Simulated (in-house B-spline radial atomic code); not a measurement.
# Binding energies in Ta

NIST's tabulated ground configuration is [Xe] 4f14 5d3 6s2; each binding energy is the energy of the ion with one electron taken from that subshell, relaxed, less that of the parent. Computed with a radial B-spline atomic code at the basis-set limit: Dirac-Hartree-Fock, average of configuration, Fermi nucleus of rms radius 5.3507 fm. Energies include first-order Breit, QED and recoil terms.

```json
{"subshell": "1s", "X-ray name": "K", "binding energy (eV)": "67416.8", "-ε (eV)": "67840.1", "relaxation (eV)": "89.6"}
{"subshell": "2s", "X-ray name": "L1", "binding energy (eV)": "11694.6", "-ε (eV)": "11790.0", "relaxation (eV)": "54.5"}
{"subshell": "2p1/2", "X-ray name": "L2", "binding energy (eV)": "11143.2", "-ε (eV)": "11242.2", "relaxation (eV)": "58.9"}
{"subshell": "3p1/2", "X-ray name": "M2", "binding energy (eV)": "2478.6", "-ε (eV)": "2518.9", "relaxation (eV)": "32.8"}
{"subshell": "3p3/2", "X-ray name": "M3", "binding energy (eV)": "2204.7", "-ε (eV)": "2240.5", "relaxation (eV)": "31.2"}
{"subshell": "4s", "X-ray name": "N1", "binding energy (eV)": "578.6", "-ε (eV)": "594.6", "relaxation (eV)": "14.1"}
{"subshell": "4p1/2", "X-ray name": "N2", "binding energy (eV)": "478", "-ε (eV)": "493.5", "relaxation (eV)": "13.9"}
{"subshell": "4p3/2", "X-ray name": "N3", "binding energy (eV)": "415.1", "-ε (eV)": "428.8", "relaxation (eV)": "12.8"}
{"subshell": "5s", "X-ray name": "O1", "binding energy (eV)": "83.01", "-ε (eV)": "87.18", "relaxation (eV)": "3.92"}
{"subshell": "5p1/2", "X-ray name": "O2", "binding energy (eV)": "51.26", "-ε (eV)": "54.93", "relaxation (eV)": "3.51"}
{"subshell": "5p3/2", "X-ray name": "O3", "binding energy (eV)": "42.55", "-ε (eV)": "45.69", "relaxation (eV)": "3.08"}
{"subshell": "4f5/2", "X-ray name": "N6", "binding energy (eV)": "31.34", "-ε (eV)": "41.59", "relaxation (eV)": "10.41"}
{"subshell": "4f7/2", "X-ray name": "N7", "binding energy (eV)": "29.46", "-ε (eV)": "39.41", "relaxation (eV)": "10.19"}
{"subshell": "6s", "X-ray name": "P1", "binding energy (eV)": "6.56", "-ε (eV)": "6.91", "relaxation (eV)": "0.33"}
{"subshell": "5d", "X-ray name": "O4,5", "binding energy (eV)": "6.5", "-ε (eV)": "7.83", "relaxation (eV)": "1.36"}
```

Relaxation = -ε minus the binding energy without Breit, QED and recoil terms.

Emission lines follow as differences of binding energies, with λ = 12398.42 eV·Å / E:

```
 line       holes  energy (eV)  wavelength (Å)
 K-L2  1s → 2p1/2      56273.6         0.22032
 K-M3  1s → 3p3/2      65212.1         0.19012
L1-M3  2s → 3p3/2       9489.9          1.3065
```

(1) What does it cost to remove both a 4s and a 5p1/2 electron?

(2) What does it cost to remove both a 5p1/2 and a 5d electron?

Answers

(1) 644.98 eV, which is 15.07 eV more than the two single binding energies together.

(2) 68.297 eV, which is 10.54 eV more than the two single binding energies together.
